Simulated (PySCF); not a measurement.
Run record: geometry optimisation, `[F][Ge@H]([Cl])[NH][GeH3]`.

Computed with PBE0-D3(BJ)/def2-SVP geometry optimisation, gas phase (PySCF 2.14.0). Start geometry: GFN2-xTB. A driver script takes a list of jobs; this job's settings line and coordinates (Å) are shown.

Command:
```bash
OMP_NUM_THREADS=1 python probes_run.py task.json out
```

Input:
```
{"job": {"xc": "PBE0", "basis": "def2-SVP", "d3": "d3bj", "grid": 1, "shake": 0.01, "kind": "geom"}, "charge": 0, "multiplicity": 1}
F     -2.065520     1.415100     1.334080
Ge    -1.551960     0.350820     0.046040
Cl    -1.956230    -1.595590     0.627880
N      0.256960     0.665940    -0.124840
Ge     1.546000    -0.593340    -0.219530
H     -2.380070     0.832300    -1.116780
H      0.520000     1.582910     0.174710
H      1.158160    -1.551960    -1.272830
H      1.748080    -1.299630     1.112430
H      2.775020     0.172530    -0.582200
```

Problem. What does the run print?

Solution. 
```
step   0  E = -4770.28198280  max force = 0.041766
step   1  E = -4770.28815217  max force = 0.020428
step   2  E = -4770.28945985  max force = 0.004934
step   3  E = -4770.28975948  max force = 0.002671
step   4  E = -4770.28985577  max force = 0.001423
step   5  E = -4770.28988320  max force = 0.000786
step   6  E = -4770.28990694  max force = 0.001199
step   7  E = -4770.28996322  max force = 0.002664
step   8  E = -4770.29001785  max force = 0.003845
step   9  E = -4770.29008012  max force = 0.002269
step  10  E = -4770.29016045  max force = 0.001206
step  11  E = -4770.29018012  max force = 0.001211
step  12  E = -4770.29028489  max force = 0.002753
step  13  E = -4770.29037611  max force = 0.003423
step  14  E = -4770.29056913  max force = 0.002884
step  15  E = -4770.29069781  max force = 0.002067
step  16  E = -4770.29075251  max force = 0.000756
step  17  E = -4770.29075985  max force = 0.000722
step  18  E = -4770.29077256  max force = 0.000309
optimisation converged
```

Energies in Eh; «max force» is the largest Cartesian gradient component in Eh/bohr.

Problem. How much energy does the optimisation release, in kJ/mol?

Solution. E(step 0) − E(last step) = 0.008790 Eh, which is 23.1 kJ/mol.

Problem. Give the first gradient maximum in eV/Å.

Solution. With 1 Eh/bohr = 51.422 eV/Å, 2.148 eV/Å.

In short: final energy -4770.29077 Eh after 18 steps; dipole 2.84 D.

Problem. Where do the atoms end?

Solution. 0.383 Å rms from the input after alignment:
```
atom  x, y, z in Å
F1    -2.0662    1.2229    1.3579
Ge2   -1.5445    0.4657   -0.1179
Cl3   -1.8957   -1.6321    0.1674
N4     0.2235    0.6313   -0.3493
Ge5    1.5304   -0.5993    0.1113
H6    -2.4266    1.0549   -1.2163
H7     0.5561    1.5443   -0.6442
H8     1.4210   -1.8392   -0.7895
H9     1.3944   -1.0039    1.5879
H10    2.8605    0.1334   -0.1335
```

Problem. Estimate the wall time. Hardware: Arm Neoverse V2, one thread, on a shared host. And the peak memory of the process?

Solution. About 2.9 min, with 0.60 GiB resident at the peak, the Python interpreter and its libraries included.
Labels such as C1 count atoms from 1, the log's own numbers from 0.
